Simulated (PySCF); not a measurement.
SMILES N#Cc1ccccc1C=O (C8H5NO) (GFN2-xTB optimised geometry):

```
15

N     -2.165    -2.753     0.002
C     -1.530    -1.799     0.001
C     -0.794    -0.590     0.000
C     -1.490     0.617     0.000
C     -0.797     1.814    -0.001
C      0.591     1.821     0.000
C      1.288     0.627     0.000
C      0.611    -0.590     0.000
C      1.369    -1.852     0.000
O      2.570    -1.925    -0.001
H     -2.570     0.607    -0.001
H     -1.342     2.746    -0.001
H      1.126     2.759     0.000
H      2.368     0.608     0.000
H      0.734    -2.759     0.000
```

Level of theory: PBE0/def2-TZVP in PySCF.

What are the frontier orbital energies and the dipole moment?

HOMO-2 -8.41 eV, HOMO-1 -8.25 eV, HOMO -7.93 eV, LUMO -2.64 eV, LUMO+1 -1.77 eV; dipole moment 5.08 D.

Meta-Löwdin charges at PBE0/def2-TZVP: N1 -0.21, C2 0.10, C3 -0.02, C4 -0.10, C5 -0.10, C6 -0.10, C7 -0.09, C8 -0.03, C9 0.26, O10 -0.38, H11 0.14, H12 0.14, H13 0.14, H14 0.15, H15 0.09.
